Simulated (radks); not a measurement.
Sb+, configuration [Kr] 4d10 5s2 5p2 (the NIST ground configuration). Method: Dirac Kohn-Sham, PBE, spin-unpolarised, spherical densities, point nucleus; open shells are shared between the two j in proportion to 2j + 1; computed with a radial shooting solver on a logarithmic mesh with Libxc functionals.

Spin-orbit splittings of the eigenvalues, e(l+1/2) - e(l-1/2), with zeta = 2 splitting/(2l+1) and mean radii in bohr:

shell  occ.  splitting (eV)  zeta (eV)  <r> j=l-1/2  <r> j=l+1/2
2p        6           251.8      167.9       0.1033       0.1087
3p        6           46.47      30.98       0.3208       0.3321
3d       10           9.656      3.862       0.3033       0.3069
4p        6           8.588      5.726       0.8325       0.8616
4d       10           1.246     0.4982        1.021        1.034
5p        2          0.7374     0.4916        2.603        2.705
